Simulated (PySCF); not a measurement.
C₆ coefficients of unlike pairs at wB97M-V

Calculated with PySCF 2.14 from the dipole response of each species, C₆(A,B) = (3/π) ∫ α_A(iu) α_B(iu) du, in atomic units, from isotropic polarisabilities. For ions this is the dispersion term alone; charge-induced terms of lower order in 1/R come first.

```
species      configuration                     basis  relativity  α (bohr³)  C₆ (like pair)
    C³⁺      [He] 2s1 (2S)  aug-cc-pVQZ (6s5p4d3f2g)        none      2.958           2.231
   Ti²⁺      [Ar] 3d2 (3F)  aug-cc-pVTZ (8s7p5d3f2g)        none      4.950           14.75
      B  [He] 2s2 2p1 (2P)    dyall-av3z (15s9p3d2f)        none      23.06           110.6
```

Problem. Estimate C₆ for Ti²⁺ with C³⁺.

Solution. The integral gives 5.181. The combination rule 2 C_A C_B / (C_A α_B/α_A + C_B α_A/α_B) gives 5.246 and the geometric mean 5.737.

No spin-orbit coupling is included.

The other pairs:

```csv
pair,C₆
"B, Ti²⁺",34.69
"B, C³⁺",15.62
```
